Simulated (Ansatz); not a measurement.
A calculation with Ansatz (development build ahead of 0.2.0).

```yaml
crystal:
  periodic: [false, false, false]
  atoms:
    - { symbol: Ge, position_ang: [-0.00155, 0.05116, 0.03819] }
    - { symbol: H, position_ang: [0.85283, 0.90838, 0.9346] }
    - { symbol: H, position_ang: [0.9627, -0.86425, -0.85896] }
    - { symbol: H, position_ang: [-0.84516, 0.87441, -0.90702] }
    - { symbol: H, position_ang: [-0.92089, -0.80432, 0.89259] }
basis:
  gaussian: { orbitals: cc-pVDZ }
hamiltonian:
  xc: hf
correlation:
  method: mp2
  frozen_orbitals: { Ge: 9, H: 0 }
```

The input is written out in the form of the current development build from the run's settings.

The run gave:

```yaml
Converged: yes
Reference_energy: -2077.64117 hartree
Correlation_energy: -0.13333 hartree
Total_energy: -2077.77450 hartree
Spin_squared_of_the_determinant: 0.000
```
